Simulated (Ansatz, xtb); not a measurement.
NOPSi+: where a starting geometry ends

The starting geometry of this gas-phase doublet was built from a drawn formula by distance geometry and a force field; its bonds are those of `O=[P+]1N=[Si]1`.

```yaml
atoms:
  - { symbol: N, position_ang: [-2.4002, -0.7057, -1.7983] }
  - { symbol: O, position_ang: [-0.0297, -0.3502, -1.0793] }
  - { symbol: P, position_ang: [-1.1980, 0.4097, -1.9292] }
  - { symbol: Si, position_ang: [-1.7702, -1.3958, -3.2238] }
```

**Question.** Predict what becomes of its bonds when it is optimised with r2SCAN-D4/def2-SVP.

**Answer.** A bond breaks, giving a structure given below by its coordinates. Contacts that open: P3–Si4 (2.29 → 3.22 Å).

The energy falls by 2.60 eV over 9 steps:

```tsv
step	E − E(last) (eV)
1	2.600
2	1.899
3	0.991
4	0.648
5	0.440
6	0.114
7	0.012
8	0.000
9	0.000
```

Final geometry (Å):

```xyz
4

N    -1.8233   -0.7424   -2.4151
O     0.1700    0.1549   -0.7445
P    -1.1432    0.2964   -1.4264
Si   -2.6016   -1.7508   -3.4445
```

From the same start GFN2-xTB reaches the same bonding as this run.

No frequencies were run, so the end isn't proven a minimum. Open shells are spin-unrestricted. Run with Ansatz 0.2.0, 120 s on 1 thread of Intel(R) Xeon(R) Processor @ 2.50GHz (Skylake/Cascade Lake), with other jobs on the host.
